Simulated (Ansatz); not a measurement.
Two isomers of C2H7ClSi2: A = `ClC1C[SiH2][SiH2]1`, B = `[SiH3]C1(Cl)C[SiH2]1`.

Program: Ansatz. Geometries: PBE0-D4/def2-TZVP. ΔE: electronic, gas phase. CBS: MP2 limit from def2 TZ/QZ plus the TZ coupled-cluster correction, frozen cores. Functionals use def2-TZVPP. B3LYP here is the variant with VWN-RPA as its local correlation; programs differ in this.

(1) Which is lower in electronic energy at CCSD(T)/CBS, and by how much? (An estimate is asked.)

(2) Give E(B) − E(A) in kcal/mol with B3LYP-D4, PBE-D4, HF/def2-TZVPP, B3LYP, CCSD/def2-TZVPP, r2SCAN-D4, CCSD(T)/def2-TZVPP. (An estimate is asked.)

Largest T1 diagnostic: 0.012.

## Answers

(1) Computed: A, by 15.6 kcal/mol.

(2) Ansatz gave: B3LYP-D4 14.9, PBE-D4 16.9, HF/def2-TZVPP 15.1, B3LYP 14.5, CCSD/def2-TZVPP 15.9, r2SCAN-D4 15.3, CCSD(T)/def2-TZVPP 15.8. None reverses the order clearly.

From PBE to PBE0 (25 % exact exchange), in def2-TZVPP and without D4, E(B) − E(A) moves by +0.7 kcal/mol.
